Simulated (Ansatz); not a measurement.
Basis-set extrapolation for CH$_{10}$AlNSi$_{2}$, SMILES `[CH3][Al]([NH2])[SiH2][SiH3]` (PBE0-D4/def2-TZVP geometry, frozen core, Ansatz 0.2.0). Multiplicity 1, RHF reference.

|  | def2-TZVPP | def2-QZVPP |
| --- | --- | --- |
| HF | -918.035774 | -918.065482 |
| MP2 correlation | -0.729167 | -0.780079 |
| CCSD(T) correlation | -0.832712 | not run |

Energies in hartree. Use E(X) = E(∞) + A·exp(−7.88·√X) for Hartree–Fock and E(X) = E(∞) + B·X^(−2.97) for correlation, with X = 3 and 4, and add CCSD(T) minus MP2 of the smaller set to the MP2 limit.

Problem. What is the CCSD(T) energy at the basis-set limit?

Solution. HF limit: -918.065482 + (-0.029708) × 0.13774 = -918.06957. MP2 limit: -0.780079 + (-0.050912) × 0.74074 = -0.81779. Higher-order term: -0.832712 − (-0.729167) = -0.10354. Total: -918.99090 hartree, 321.4 kJ/mol below CCSD(T)/def2-TZVPP.
